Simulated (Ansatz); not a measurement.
Input for Ansatz (a program for electronic structure): R-wB97M-V/def2-TZVPPD on N2 (SMILES N#N) with ghost functions, monomers drawn apart or pushed together. Files ending in .json are basis or fitting sets from the Basis Set Exchange.

Ansatz 0.2 input:
```yaml
crystal:
  periodic: [false, false, false]
  atoms:
    - {symbol: N, position_ang: [-0.47658529, -0.23433273, 5.99406190]}
    - {symbol: N, position_ang: [0.31824158, 0.12221309, 6.65060388]}
basis:
  gaussian:
    orbitals: def2-TZVPPD.json
    ghost_atoms:
      - {symbol: N, position_ang: [-0.38463901, -0.10116271, -0.56541468]}
      - {symbol: N, position_ang: [0.45101972, 0.14816541, 0.08987410]}
hamiltonian:
  xc: {name: wB97M-V}
scf: {lower_state_search: off}
```

Q: What total energy does the run end on?

A: -109.5526 hartree.
